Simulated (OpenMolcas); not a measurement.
## Tm3+: moving or changing the point charges

Tm3+ among 2 point charges of -1 e arranged as a linear pair (D∞h), 2.8 Å from the ion.
```
   0.0000    0.0000    2.8000  -1.00
   0.0000    0.0000   -2.8000  -1.00
```

```
Program             : OpenMolcas 26.06
Method              : CASSCF
Basis               : ANO-RCC-VTZP [8s7p5d3f2g1h]
Scalar Hamiltonian  : DKH2, point nucleus
Active space        : 12 electrons in 7 orbitals (4f)
State averaging     : 2S+1 = 3 even, 21 roots; 2S+1 = 1 even, 27 roots kept (CI in the orbitals of an earlier block)
Spin-orbit coupling : RASSI with atomic mean-field integrals over the reference wave functions
```

Runs around this geometry, states (labels by Λ). Energies in cm-1 above the lowest state or level, χT in cm3 K/mol.

| R (Å) | Ground state | First state of that spin | First gap with spin-orbit (degeneracies) | Width of lowest J | χT at 300 K |
| --- | --- | --- | --- | --- | --- |
| 2.8 | 3Σ | 3Π 33.5 | 23.8 (1, 2) | 994 | 7.037 |
| 2.94 | 3Σ | 3Π 29.4 | 20.8 (1, 2) | 857 | 7.057 |
| 3.21 | 3Σ | 3Π 23.2 | 16.3 (1, 2) | 656 | 7.085 |

Taking the width of the lowest J multiplet as R^-n, n = -ln(656 / 994) / ln(3.21 / 2.8) = 3.0 between the shortest and longest distance.

This is an electrostatic model: the charges have no orbitals. No measured value stands beside these numbers.
